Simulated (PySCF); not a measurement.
H2BiCl (SMILES [Cl][BiH2]), singlet, geometry from GFN2-xTB (such geometries of metal compounds can be far from the true shape) (core potentials on Bi); PySCF with BHANDHLYP/def2-SVP, TDA triplets.

Here is a job for PySCF.
```python
from pyscf import gto, scf, dft, tdscf

mol = gto.Mole()
mol.atom = '''
    Bi   -0.264267   -0.209832    0.244460
    H    -1.609913    0.332486   -0.771949
    H    -0.112007   -1.614576   -0.823935
    Cl    1.391533    1.099890   -1.099665
'''
mol.basis = 'def2-svp'
mol.ecp = {'Bi': 'def2-svp'}
mol.charge = 0
mol.spin = 0
mol.verbose = 4
mol.build()

mf = dft.RKS(mol)
mf.xc = 'bhandhlyp'
mf.kernel()
td = mf.TDA()
td.nstates = 5
td.singlet = False
td.kernel()
td.analyze(verbose=3)
```

### Question
What does PySCF print? Leave out banner, timings and long lists.

### Answer

```
PySCF version 2.14.0

[INPUT] verbose = 4
[INPUT] num. atoms = 4
[INPUT] num. electrons = 42
[INPUT] charge = 0
[INPUT] spin (= nelec alpha-beta = 2S) = 0
[INPUT] symmetry False subgroup None
[INPUT] Mole.unit = angstrom
[INPUT] Symbol           X                Y                Z      unit          X                Y                Z       unit  Magmom
[INPUT]  1 Bi    -0.264267000000  -0.209832000000   0.244460000000 AA   -0.499392253760  -0.396525012170   0.461962448411 Bohr   0.0
[INPUT]  2 H     -1.609913000000   0.332486000000  -0.771949000000 AA   -3.042294654377   0.628307480252  -1.458772192132 Bohr   0.0
[INPUT]  3 H     -0.112007000000  -1.614576000000  -0.823935000000 AA   -0.211662554034  -3.051106447296  -1.557011494444 Bohr   0.0
[INPUT]  4 Cl     1.391533000000   1.099890000000  -1.099665000000 AA    2.629616263294   2.078490867148  -2.078065678770 Bohr   0.0

nuclear repulsion = 102.404952779196
number of shells = 24
number of NR pGTOs = 111
number of NR cGTOs = 54
basis = def2-svp
ecp = {'Bi': 'def2-svp'}

******** <class 'pyscf.dft.rks.RKS'> ********
method = RKS
initial guess = minao
damping factor = 0
level_shift factor = 0
DIIS = <class 'pyscf.scf.diis.CDIIS'>
diis_start_cycle = 1
diis_space = 8
diis_damp = 0
SCF conv_tol = 1e-09
SCF conv_tol_grad = None
SCF max_cycles = 50
direct_scf = True
direct_scf_tol = 1e-13
XC library pyscf.dft.libxc version 7.1.2
    S. Lehtola, C. Steigemann, M. J. T. Oliveira, and M. A. L. Marques,  SoftwareX 7, 1–5 (2018)
XC functionals = bhandhlyp
    A. D. Becke,  J. Chem. Phys. 98, 1372 (1993)
    Defined through Gaussian implementation.
radial grids:
    Treutler-Ahlrichs [JCP 102, 346 (1995); DOI:10.1063/1.469408] (M4) radial grids

becke partition: Becke, JCP 88, 2547 (1988); DOI:10.1063/1.454033
pruning grids: <function nwchem_prune>
grids dens level: 3
symmetrized grids: False
atomic radii adjust function: <function treutler_atomic_radii_adjust>
small_rho_cutoff = 0
Set gradient conv threshold to 3.16228e-05
Initial guess from minao.
tot grids = 61944
init E= -648.823040921814
  HOMO = -0.715044116545405  LUMO = -0.619219718011607  gap/eV = 2.60751
cycle= 1 E= -674.804961154857  delta_E=  -26  |g|= 1.79  |ddm|= 12.9
  HOMO = -0.0963745334526536  LUMO = 0.107304378536654  gap/eV = 5.54239
cycle= 2 E= -675.223131847361  delta_E= -0.418  |g|= 1.52  |ddm|= 6.06
  HOMO = -0.298661656528562  LUMO = -0.0277509178993065  gap/eV = 7.37186
cycle= 3 E= -675.769874912719  delta_E= -0.547  |g|= 0.074  |ddm|=  2.4
  HOMO = -0.324089410631873  LUMO = -0.0409267524016741  gap/eV = 7.70525
cycle= 4 E= -675.771313757083  delta_E= -0.00144  |g|= 0.0331  |ddm|= 0.182
  HOMO = -0.319338145983555  LUMO = -0.0376285775559846  gap/eV = 7.66571
cycle= 5 E= -675.771601141967  delta_E= -0.000287  |g|= 0.00641  |ddm|= 0.054
  HOMO = -0.319917921929188  LUMO = -0.037316790018636  gap/eV = 7.68997
cycle= 6 E= -675.771618223251  delta_E= -1.71e-05  |g|= 0.00157  |ddm|= 0.0125
  HOMO = -0.319770817663769  LUMO = -0.0373031407896605  gap/eV = 7.68634
cycle= 7 E= -675.771619141722  delta_E= -9.18e-07  |g|= 0.000336  |ddm|= 0.00269
  HOMO = -0.319775625109702  LUMO = -0.0373378623587399  gap/eV = 7.68552
cycle= 8 E= -675.771619194177  delta_E= -5.25e-08  |g|= 4.65e-05  |ddm|= 0.00071
  HOMO = -0.319772242681936  LUMO = -0.0373358852146168  gap/eV = 7.68548
cycle= 9 E= -675.771619195819  delta_E= -1.64e-09  |g|= 9.23e-06  |ddm|= 0.000148
  HOMO = -0.319771972843881  LUMO = -0.0373365719483942  gap/eV = 7.68546
cycle= 10 E= -675.771619195888  delta_E= -6.96e-11  |g|= 2.02e-06  |ddm|= 3.11e-05
  HOMO = -0.31977205716633  LUMO = -0.037336694188717  gap/eV = 7.68546
Extra cycle  E= -675.771619195895  delta_E= -6.48e-12  |g|= 7.91e-07  |ddm|= 5.99e-06
converged SCF energy = -675.771619195895

******** <class 'pyscf.tdscf.rks.TDA'> for <class 'pyscf.dft.rks.RKS'> ********
nstates = 5 triplet
deg_eia_thresh = 1.000e-03
wfnsym = None
conv_tol = 1e-05
eigh lindep = 1e-12
eigh level_shift = 0
eigh max_cycle = 100

Excitation energies (eV)
[3.98719957 4.55753712 5.07427488 5.44228839 5.83229163]

** Triplet excitation energies and oscillator strengths **
Excited State   1:      3.98720 eV    310.96 nm  f=0.0000
Excited State   2:      4.55754 eV    272.04 nm  f=0.0000
Excited State   3:      5.07427 eV    244.34 nm  f=0.0000
Excited State   4:      5.44229 eV    227.82 nm  f=0.0000
Excited State   5:      5.83229 eV    212.58 nm  f=0.0000
```
